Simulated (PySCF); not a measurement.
# Checking a proposed structure

A compound C$_{6}$H$_{11}$ClO gives the data below (simulated from a calculation) and was assigned the structure `CCC(C)(C)C(=O)Cl`.

13C{1H} NMR (computed): δ 183.3 (C), 62.0 (CH2), 33.7 (C), 29.5 (CH3, 3C).

1H NMR (300 MHz, computed): δ 2.81 (s, 2H), 1.08 (s, 9H).

All values are calculated (PySCF): σ from GIAO-PBE0/pcSseg-1, geometry: GFN2-xTB. In vacuum, relativity neglected, one computed conformer, averaged over atoms made equivalent by symmetry, fast rotation or ring inversion.

Scale: 1H (σ = 31.72 ppm) and 13C (σ = 186.93 ppm) against TMS (reference shieldings calculated alike).

Task: Compare with the shifts computed for the proposed structure, pairing carbons in order of shift.

Result: Atoms are numbered as in `[CH3:1][CH2:2][C:3]([CH3:4])([CH3:5])[C:6](=[O:7])[Cl:8]`. Hydrogens are named by the atom that carries them.

```json
{"atom": "C6", "computed for proposal": "191.6", "given list": "183.3", "difference": "+8.3"}
{"atom": "C3", "computed for proposal": "53.8", "given list": "62.0", "difference": "-8.2"}
{"atom": "C2", "computed for proposal": "38.4", "given list": "33.7", "difference": "+4.7"}
{"atom": "C4", "computed for proposal": "27.5", "given list": "29.5", "difference": "-2.0"}
{"atom": "C5", "computed for proposal": "27.5", "given list": "29.5", "difference": "-2.0"}
{"atom": "C1", "computed for proposal": "11.8", "given list": "29.5", "difference": "-17.7"}
```

The rms difference is 8.9 ppm and the largest -17.7 ppm at C1 (methyl carbon). The proposal also would give 5 carbon signals, not 4. The carbon types in order of shift don't match either: C, C, CH2, CH3, CH3, CH3 for the proposal against C, CH2, C, CH3, CH3, CH3 in the data. The proposal doesn't fit.

Task: Which isomer fits?

Result: SMILES CC(C)(C)CC(=O)Cl.

1. Carbon types of the structure: 2 × C, 1 × CH2, 3 × CH3, which accounts for all hydrogens.
2. δC 183.3: carbonyl carbon.
3. δC 62.0: sp3 CH2 α to a carbonyl.
4. δC 29.5: methyl carbon; saturated and bonded to C and H only.
5. δH 2.81: hydrogen on an sp3 CH2 α to a carbonyl; α to C=O.

This is the structure that produced the data.

Carbons that carry Cl, above all several Cl atoms, come out too deshielded, partly because spin–orbit coupling is missing. Shifts are as computed. Against solution values, carbons near 30 ppm lie about +3 ppm off and those near 130 ppm about +5 ppm; carbons on Cl a further +6 ppm. Of 1211 compounds with measured shifts, 218 miss one by over three times the rms of a fit or turn the order of signals round; such compounds aren't used in these exercises. No couplings were computed; multiplicities are counted from neighbouring protons, with m where these are inequivalent, close in shift, in a saturated or five-membered ring or joined by F or P, and br s for small geminal =CH2 splittings.
